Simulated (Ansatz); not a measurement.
ethynyl anion (C₂H), SMILES C#[C-], charge -1.

Geometry optimised at PBE-D3(BJ)/def2-TZVPD.

Two levels are set side by side: PBE/def2-TZVPD (Ansatz, a first-principles code) and PBE0/def2-TZVPD (Ansatz). Energy differences of separate SCF runs at the same geometry; the states with an electron removed or added have multiplicity 2. Differences are taken from unrounded values.

```
quantity                            PBE
---------------------------------  ----
vertical ionisation energy (eV)    3.00
vertical singlet–triplet gap (eV)  4.46
```

These are the PBE values. What does PBE0 give? (Estimate from the structure and the level; the computed values follow.)


```json
[
 {"quantity": "vertical ionisation energy (eV)", "PBE0": "2.97", "PBE minus PBE0": "0.03"},
 {"quantity": "vertical singlet–triplet gap (eV)", "PBE0": "4.47", "PBE minus PBE0": "-0.01"}
]
```

On these quantities the two levels nearly agree.
